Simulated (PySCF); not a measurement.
Gas-phase reaction: 2 AsH3 + 2 N → As2 + 2 NH3

Energies from PySCF, thermal terms from the rigid-rotor harmonic-oscillator model, ideal gas at 1 bar. † marks an energy on the PBE0/def2-TZVP geometry and frequencies; other levels use their own. CCSD(T) freezes the core. 6-31G* has spherical d functions here. Open shells (unrestricted): N (multiplicity 4); the rest are closed-shell singlets. As: all electrons, no relativistic terms. CCSD(T) isn't extrapolated to the basis-set limit; its ΔH°(298 K) is -820.6 kJ in def2-SVP and -898.0 kJ in def2-TZVPP. The harmonic model lacks anharmonicity and excited electronic states, which grow with temperature; levels with a mode under 35 cm⁻¹ are left out.

```tsv
level	ΔE electronic, kJ	ΔH°(298 K), kJ	ΔS°(298 K), J/K	ΔG°(1600 K), kJ
BLYP/def2-TZVP†	-1065	-1000	-127	-767
CCSD(T)/def2-SVP†	-886	-821	-127	-588
CCSD(T)/def2-TZVPP†	-963	-898	-127	-665
HF/6-31G*	-411	-341	-128	-108
PBE/def2-SVP	-1058	-996	-127	-763
PBE0/def2-SVP†	-980	-915	-127	-682
PBE0/def2-TZVP	-1011	-946	-127	-713
LDA/def2-TZVP†	-1211	-1146	-127	-913
ωB97M-V/def2-TZVP†	-1002	-936	-127	-704
ωB97X-V/def2-TZVP†	-985	-920	-127	-687
```
ΔH° is lowest at LDA/def2-TZVP† and highest at HF/6-31G*. No reference value is set beside these.
